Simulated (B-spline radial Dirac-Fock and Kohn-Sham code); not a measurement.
# Nd 5p1/2: cross section and angular parameters

System: atomic neodymium in the configuration [Xe] 4f4 6s2; threshold 27.51 eV (orbital energy of the model). The computed values come from an atomic code on a B-spline grid: Dirac-Hartree-Slater photoionisation with a Latter tail; cross sections with all multipoles, angular parameters from the dipole term and its interference with E2.

Input of the calculation (task.json; shells as n, l, electrons):

```json
{"items": [{
  "Z": 60,
  "q": 0,
  "cfg": [[1, 0, 2], [2, 0, 2], [2, 1, 6], [3, 0, 2], [3, 1, 6], [3, 2, 10], [4, 0, 2], [4, 1, 6], [4, 2, 10], [4, 3, 4], [5, 0, 2], [5, 1, 6], [6, 0, 2]],
  "A": 142,
  "rrms": 4.9123,
  "do": "xps",
  "hv": [54.7, 80, 90.5, 100, 172.0, 227.0, 236.0, 303.0, 355.0, 400, 405.0, 444.0, 446.0, 600, 718.0, 778.0, 800, 1000, 1040.0, 1253.6, 2070.0, 2360.0, 2984.4, 2990.0, 3530.0, 4220.0, 6400.0, 9450.0, 9970.0],
  "edges": {"K": 43569.0, "L1": 7126.0, "L2": 6722.0, "L3": 6208.0, "M1": 1575.0, "M2": 1403.0, "M3": 1297.0, "M4": 1003.3, "M5": 980.4, "N1": 319.2, "N2": 243.3, "N3": 224.6, "N4": 120.5, "N5": 120.5}
}]}
```

Run with: `python xray2_run.py task.json out`

For linearly polarised light dσ/dΩ = σ/(4π) [1 + β P₂(cos θ) + (δ + γ cos²θ) sin θ cos φ], with θ from the polarisation vector and φ the angle between the beam and the projection of the electron momentum on the plane normal to the polarisation.

```
hν (eV)  σ (kb)      β       γ       δ
   54.7     609  1.561   0.241  -0.020
     80     173  0.620   0.324  -0.024
   90.5     124  0.298   0.256  -0.017
    100    98.3  0.097   0.178  -0.008
    172    43.8  0.244  -0.049   0.032
    227    33.6  0.659   0.055   0.031
    236    32.4  0.715   0.073   0.031
    303    25.6  1.029   0.187   0.023
    355    21.8  1.189   0.239   0.018
    400       ?      ?       ?       ?
    405    19.0  1.298   0.266   0.014
    444    17.2  1.365   0.275   0.011
    446    17.1  1.368   0.275   0.011
    600    12.1  1.530   0.255   0.005
    718    9.59  1.597   0.213   0.002
    778    8.61  1.622   0.190   0.001
    800    8.28  1.629   0.181   0.001
   1000    6.02  1.677   0.108  -0.001
   1040    5.68  1.684   0.095  -0.001
 1253.6    4.25  1.706   0.038  -0.001
   2070    1.81  1.713  -0.019  -0.002
   2360    1.42  1.705  -0.001  -0.002
 2984.4   0.902  1.681   0.069  -0.002
   2990   0.899  1.681   0.070  -0.002
   3530   0.643  1.658   0.151  -0.001
   4220   0.443  1.628   0.266   0.001
   6400   0.175  1.540   0.631   0.013
   9450  0.0687  1.436   1.069   0.035
   9970  0.0601  1.421   1.135   0.039
```

Q: Give the values at 400 eV.

A: σ = 19.3 kb, β = 1.289, γ = 0.264, δ = 0.014.
